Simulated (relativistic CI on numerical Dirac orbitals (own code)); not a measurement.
**Hyperfine structure of Pb XXXVI, mass number 207**

Method of calculation: Dirac-Coulomb-Breit CI, separate exchange-only KLI orbitals for each configuration, model QED (radiative potential, 1s self-energy scaled to tabulated hydrogen-like ionisation energies), unscaled Slater integrals (own radial code, finite nucleus).

Configuration list (outside the closed core [Ar] 3d10): 4s2 4p6 4d10 4f, 4s2 4p6 4d9 4f2, 4s2 4p6 4d10 5s, 4s2 4p5 4d10 4f2, 4s2 4p6 4d10 5p, 4s 4p6 4d10 4f2, 4s2 4p6 4d10 5d, 4s2 4p4 4d10 4f3, 4s2 4p6 4d9 4f 5s, 4s2 4p6 4d10 5f, 4s2 4p6 4d9 5s2, 4s2 4p6 4d8 4f2 5s, 4s2 4p6 4d9 4f 5p, 4s2 4p6 4d9 5s 5p, 4s2 4p6 4d10 5g, 4p6 4d10 4f3. Levels of other configurations are missing.

Nuclear spin I = 1/2, μ = 0.5906 μN (tables of Stone and Pyykkö). The electronic factors are computed for point nuclear moments, without core polarisation or the Bohr-Weisskopf and QED corrections.

```csv
Level,E (cm⁻¹),A (MHz)
4s2 4p6 4d10 4f 2F°_5/2,0,8713
4s2 4p6 4d10 4f 2F°_7/2,59781,4683
4s2 4p6 4d9 4f2 4F_3/2,1874399,2726
4s2 4p6 4d9 4f2 4F_5/2,1879062,8744
4s2 4p6 4d9 4f2 4F_9/2,1949969,7071
```

Levels with J = 0, under 50 % of one LS term, or S terms without an open s electron are left out. Small factors come from cancelling terms and can be off by tens of per cent or more.

At this charge energies of transitions that change n are usually good to better than 1 %, and those within a shell (Δn = 0) to a few per cent.

(1) Give the hyperfine levels of 4s2 4p6 4d10 4f 2F°_5/2 relative to its centre of gravity.

Answers

(1) With K = F(F + 1) − I(I + 1) − J(J + 1), E = AK/2: F = 2: -15250, F = 3: 10890 MHz.

LS names give the leading component of a level, which can be under half, so a name can repeat, a term be missing and a line seem to break the LS rules.
